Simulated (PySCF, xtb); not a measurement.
C4H12Mo, SMILES [CH3][Mo]([CH3])([CH3])[CH3] (connectivity only; charge and spin as stated), neutral, multiplicity 3.

Harmonic wavenumbers (cm⁻¹) from GFN2-xTB (xtb) at its own minimum, in rising order: 99, 99, 102, 102, 103, 138, 152, 153, 154, 465, 465, 466, 470, 501, 501, 501, 593, 593, 594, 654, 654, 1274, 1274, 1274, 1279, 1461, 1461, 1461, 1468, 1468, 1468, 1470, 1470, 2844, 2844, 2845, 2865, 2865, 2865, 2865, 2874, 2874, 2882, 2883, 2883.

Q: What does PBE-D3(BJ)/def2-SVP (PySCF) give at its own minimum? (An estimate is asked for; the answer gives what the named calculation found.)

A: 114, 114, 119, 119, 119, 149, 154, 154, 154, 488, 488, 488, 521, 521, 521, 528, 615, 615, 617, 617, 617, 1128, 1128, 1128, 1148, 1336, 1336, 1336, 1344, 1344, 1344, 1346, 1346, 2909, 2909, 2909, 2914, 3011, 3011, 3011, 3011, 3011, 3015, 3015, 3015. Paired by order, the mean absolute difference is 74 cm⁻¹ and the zero-point energies are 84.0 and 84.1 kcal/mol.
